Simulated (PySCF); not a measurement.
C4H4F4O2.
Geometry (GFN2-xTB, Å), atoms numbered from 1 in this order:
```xyz
14
C4H4F4O2 angstrom
C      1.7039   -0.9786    0.4326
O      0.3299   -0.6533    0.3608
C     -0.0084    0.5589   -0.1096
C      0.8055    1.5172   -0.5472
F      0.3185    2.6840   -0.9994
O     -1.3776    0.7864   -0.1026
C     -2.1989   -0.2549    0.0073
F     -3.4401    0.1766   -0.1765
F     -2.1693   -0.8502    1.2041
F     -1.9770   -1.2149   -0.8979
H      1.7387   -1.9810    0.8538
H      2.1584   -0.9769   -0.5609
H      2.2365   -0.2825    1.0847
H      1.8791    1.4687   -0.5713
```

Computed, not measured: PySCF 2.14.0, density-fitted response routines, TDDFT B3LYP/def2-SVPD, vertical, gas phase, core orbitals frozen in the response.

Transition dipole moments from the ground state, in atomic units and in the frame of the coordinates above (overall signs are arbitrary), for the states with f of 0.002 or more among the lowest 8:

| state | E (eV) | μx | μy | μz |
| --- | --- | --- | --- | --- |
| S1 | 6.004 | -0.040 | -0.147 | -0.339 |
| S3 | 6.647 | -0.059 | -0.109 | -0.030 |
| S4 | 7.129 | 0.753 | 1.041 | -0.441 |
| S5 | 7.564 | -0.016 | 0.033 | 0.218 |
| S6 | 7.832 | -0.096 | 0.457 | -0.170 |
| S7 | 7.931 | -0.015 | 0.172 | 0.171 |
| S8 | 8.027 | -0.034 | -0.017 | -0.197 |

Q: Work out the oscillator strengths.

A: f = (2/3) ΔE |μ|² with ΔE in hartree (27.2114 eV).

```json
{"state": "S1", "|μ|² (au)": "0.138", "|μ| (D)": "0.94", "f": "0.020"}
{"state": "S3", "|μ|² (au)": "0.016", "|μ| (D)": "0.32", "f": "0.003"}
{"state": "S4", "|μ|² (au)": "1.845", "|μ| (D)": "3.45", "f": "0.322"}
{"state": "S5", "|μ|² (au)": "0.049", "|μ| (D)": "0.56", "f": "0.009"}
{"state": "S6", "|μ|² (au)": "0.247", "|μ| (D)": "1.26", "f": "0.047"}
{"state": "S7", "|μ|² (au)": "0.059", "|μ| (D)": "0.62", "f": "0.011"}
{"state": "S8", "|μ|² (au)": "0.040", "|μ| (D)": "0.51", "f": "0.008"}
```

Q: Which bond between heavy atoms lies closest to the direction of the S4 transition dipole?

A: C3–C4, at 4° from it; next O6–C7 at 14°.

Q: What angle do the transition dipoles of S6 and S7 make?

A: |cos θ| = |μa·μb| / (|μa| |μb|) = 0.42, so θ ≈ 65° (taken between 0 and 90°, since the signs are arbitrary).

Q: How is the summed strength of these states shared among x, y and z?

A: (2/3) Σ ΔE μα² gives 0.102 for x, 0.241 for y and 0.079 for z, 0.421 in all.

Q: What peak molar absorption coefficient would the strongest computed level give as a lone Gaussian band 0.4 eV wide at half height?

A: ε(max) = 2.175×10⁸ f / FWHM, with the width in cm⁻¹. S4: 2.175×10⁸ × 0.3223 / 3226 ≈ 22000 L mol⁻¹ cm⁻¹.

One conformer stands for the species.
